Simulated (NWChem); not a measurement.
System meant: SiNH$_{4}$, doublet; SMILES [NH][SiH3]

Input file for NWChem:

```
start job
memory heap 200 mb stack 700 mb global 900 mb
geometry units angstroms noautoz
  N      0.084627    -1.241535     0.225293
  Si    -0.015909     0.511934     0.041629
  H      0.667111    -1.654251    -0.516333
  H     -0.854156     1.084133     1.129968
  H     -0.624914     0.856538    -1.285007
  H      1.354039     1.119603     0.100754
end
basis spherical
  N library def2-svp
  Si library def2-svp
  H library def2-svp
end
dft
  odft
  mult 3
  xc xpbe96 cpbe96
  iterations 150
  mulliken
end
task dft energy
```

End of the output:

```
 ==============================================================================
                                 internuclear angles
 ------------------------------------------------------------------------------
        center 1       |       center 2       |       center 3       |  degrees
 ------------------------------------------------------------------------------
    2 Si               |   1 N                |   3 H                |   110.82
    1 N                |   2 Si               |   4 H                |   109.74
    1 N                |   2 Si               |   5 H                |   110.07
    1 N                |   2 Si               |   6 H                |   110.25
    4 H                |   2 Si               |   5 H                |   109.26
    4 H                |   2 Si               |   6 H                |   109.26
    5 H                |   2 Si               |   6 H                |   108.22
 ------------------------------------------------------------------------------
                            number of included internuclear angles:          7
 ==============================================================================

 Summary of "ao basis" -> "" (spherical)
 ------------------------------------------------------------------------------
       Tag                 Description            Shells   Functions and Types
 ---------------- ------------------------------  ------  ---------------------
 N                          def2-svp                 6       14   3s2p1d
 Si                         def2-svp                 8       18   4s3p1d
 H                          def2-svp                 3        5   2s1p

  pbe96 is a nonlocal functional; adding pw91lda local functional.

                                 NWChem DFT Module
                                 -----------------

 Summary of "ao basis" -> "ao basis" (spherical)
 ------------------------------------------------------------------------------
       Tag                 Description            Shells   Functions and Types
 ---------------- ------------------------------  ------  ---------------------
 N                          def2-svp                 6       14   3s2p1d
 Si                         def2-svp                 8       18   4s3p1d
 H                          def2-svp                 3        5   2s1p

  number of electrons :                   25
  multiplicity        :                    3
 ------------------------------------------------------------------------
  no. of electrons and multiplicity not compatible                  25
 ------------------------------------------------------------------------
 ------------------------------------------------------------------------
  current input line :
    23: task dft energy
 ------------------------------------------------------------------------
 ------------------------------------------------------------------------
 There is an error in the input file
 ------------------------------------------------------------------------
 For more information see the NWChem manual at https://nwchemgit.github.io

0: no. of electrons and multiplicity not compatible:Received an Error in Communication
```

Problem. What is wrong, and how is it mended?

Solution. The input was rejected before any calculation. Cause: the multiplicity doesn't fit the number of electrons (an even count wants an odd multiplicity, and the reverse). This input runs:
```
start job
memory heap 200 mb stack 700 mb global 900 mb
geometry units angstroms noautoz
  N      0.084627    -1.241535     0.225293
  Si    -0.015909     0.511934     0.041629
  H      0.667111    -1.654251    -0.516333
  H     -0.854156     1.084133     1.129968
  H     -0.624914     0.856538    -1.285007
  H      1.354039     1.119603     0.100754
end
basis spherical
  * library def2-svp
end
dft
  odft
  mult 2
  xc xpbe96 cpbe96
  iterations 150
  mulliken
end
task dft energy
```
It converges to -346.21449 Ha (PBE/def2-SVP, spin-unrestricted).
